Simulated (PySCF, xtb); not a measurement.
C₂H₉ClOSi₂, SMILES OCC[Si@@H](Cl)[SiH3]. The values are those of a single conformer.

Harmonic wavenumbers (cm⁻¹) from GFN2-xTB run with xtb at its own minimum, in rising order: 31, 47, 79, 104, 127, 155, 213, 319, 388, 437, 440, 481, 517, 621, 664, 692, 765, 793, 808, 812, 972, 988, 1095, 1150, 1196, 1251, 1291, 1367, 1470, 1503, 2185, 2225, 2230, 2260, 2851, 2887, 2985, 2998, 3560.

### Question
What does PySCF 2.14.0 with PBE-D3(BJ)/def2-SVP give at its own minimum? (Estimate from the structure and the level; the computed values follow.)

### Answer
50, 81, 101, 113, 131, 162, 223, 281, 385, 427, 481, 497, 531, 661, 694, 735, 779, 838, 901, 902, 933, 962, 1064, 1122, 1168, 1240, 1248, 1356, 1391, 1457, 2138, 2149, 2158, 2170, 2884, 2916, 2984, 3043, 3724. Paired by order, the mean absolute difference is 38 cm⁻¹ and the zero-point energies are 64.3 and 64.4 kcal/mol.
